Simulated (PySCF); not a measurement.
NbOBr2, SMILES [O]=[Nb]([Br])[Br] (connectivity only; charge and spin as stated), neutral, multiplicity 2. Atoms are numbered in the order given.

```xyz
4

Nb     0.0000     0.0000    -0.5082
O      0.0000     0.0000    -2.1975
Br     0.0000    -2.2264     0.5488
Br     0.0000     2.2264     0.5488
```
Charge 0, spin multiplicity 2.

Coordinates come from a B3LYP-D3(BJ)/def2-SVP optimisation. The multiplicity is an assumed one; other spin states were not compared. The def2 effective core potentials stand for the cores of Nb; spin–orbit coupling is left out.

Level of theory: PBE/def2-TZVPD (PySCF).

Mulliken values depend strongly on the basis, most of all with diffuse functions as here. ESP charges are fitted to the potential on shells at 1.4 to 2.0 van der Waals radii. Atomic charges (e):

```json
[
 {"atom": "Nb1", "ESP fit": "0.52", "Mulliken": "1.11", "Mulliken spin": "1.18"},
 {"atom": "O2", "ESP fit": "-0.28", "Mulliken": "-0.60", "Mulliken spin": "-0.04"},
 {"atom": "Br3", "ESP fit": "-0.12", "Mulliken": "-0.25", "Mulliken spin": "-0.07"},
 {"atom": "Br4", "ESP fit": "-0.12", "Mulliken": "-0.25", "Mulliken spin": "-0.07"}
]
```
